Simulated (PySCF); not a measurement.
ZnBr, SMILES [Zn+][Br], charge +1.

The structure is a stationary point at PBE0-D3(BJ)/def2-TZVP. The multiplicity is an assumed one; other spin states were not compared.

These are CAM-B3LYP/def2-TZVPD (PySCF) values and carry that method's errors.

The molecule is in vacuum.

Computed frontier levels, gap, dipole moment and polarisability:
| Property | Value |
|---|---|
| highest occupied level | -15.60 eV |
| lowest empty level | -9.95 eV |
| orbital gap | 5.65 eV |
| dipole moment about the centre of nuclear charge | 6.45 D |
| mean static polarisability | 37.8 bohr³ (5.60 Å³) |
| polarisability, principal values | 29.1, 29.1, 55.1 bohr³ |
